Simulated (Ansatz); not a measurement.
Cost and result up the ladder for B11 (the lowest doublet isomer of a short search) (11 atoms). The state is a doublet with charge 0. Geometry: r2SCAN-D4/def2-SVP.

```tsv
atom	x (Å)	y (Å)	z (Å)
B1	-1.133	-1.504	-1.385
B2	1.716	1.531	-0.159
B3	0.126	-0.910	-0.570
B4	-0.927	0.454	-1.352
B5	1.806	1.190	1.396
B6	0.621	0.872	-1.161
B7	0.972	0.020	2.089
B8	0.762	0.277	0.438
B9	-2.237	-0.412	-1.015
B10	-0.205	-0.811	1.338
B11	-1.500	-0.706	0.380
```

Ansatz on 4 threads of Arm Neoverse V1 on a shared host. Times are rough, and most runs start from the orbitals of an earlier one. ωB97M-V/def2-TZVP serves as the yardstick here, not as an exact answer. Differences are given only for rows in sets of like size (and for xTB, whose basis is part of the method), since another set adds its own error. Binding counts from free atoms at the same level (B doublet; other spins of the atoms weren't run), without zero-point energy or a counterpoise term.

B3LYP takes the VWN-RPA correlation. Correlated methods freeze 11 core orbitals. The rows differ in basis, and correlated rows in double-zeta sets carry the largest basis error. The structure comes from a short search, and lower isomers may exist.

Run but left out: HF/6-31G, MP2/def2-TZVP (⟨S²⟩ 1.14 to 1.27, where a pure state has 0.75).

Correlated methods converge slowly with the basis, most of all in double-zeta sets.

```json
{"level": "B3LYP-D4/6-31G", "functions": "99", "wall time": "3.6 s", "binding energy per atom (eV)": "4.38", "difference from ωB97M-V/def2-TZVP (eV)": "–", "remarks": "–"}
{"level": "PBE-D4/def2-SVP", "functions": "154", "wall time": "3.9 s", "binding energy per atom (eV)": "5.07", "difference from ωB97M-V/def2-TZVP (eV)": "–", "remarks": "–"}
{"level": "PBE0-D4/def2-SVP", "functions": "154", "wall time": "7.5 s", "binding energy per atom (eV)": "4.94", "difference from ωB97M-V/def2-TZVP (eV)": "–", "remarks": "–"}
{"level": "LDA (SPW92)/def2-TZVP (with forces)", "functions": "341", "wall time": "9 s", "binding energy per atom (eV)": "5.57", "difference from ωB97M-V/def2-TZVP (eV)": "1.02", "remarks": "–"}
{"level": "PBE-D4/def2-TZVP", "functions": "341", "wall time": "15 s", "binding energy per atom (eV)": "4.97", "difference from ωB97M-V/def2-TZVP (eV)": "0.41", "remarks": "–"}
{"level": "r2SCAN-D4/def2-TZVP", "functions": "341", "wall time": "26 s", "binding energy per atom (eV)": "4.83", "difference from ωB97M-V/def2-TZVP (eV)": "0.28", "remarks": "spin-contaminated (⟨S²⟩ 0.83)"}
{"level": "PBE0-D4/def2-TZVP", "functions": "341", "wall time": "32 s", "binding energy per atom (eV)": "4.82", "difference from ωB97M-V/def2-TZVP (eV)": "0.26", "remarks": "–"}
{"level": "ωB97M-V/def2-TZVP", "functions": "341", "wall time": "60 s", "binding energy per atom (eV)": "4.55", "difference from ωB97M-V/def2-TZVP (eV)": "0.00", "remarks": "–"}
{"level": "CCSD(T)/def2-SVP", "functions": "154", "wall time": "2.3 min", "binding energy per atom (eV)": "4.35", "difference from ωB97M-V/def2-TZVP (eV)": "–", "remarks": "spin-contaminated (⟨S²⟩ 1.10)"}
```
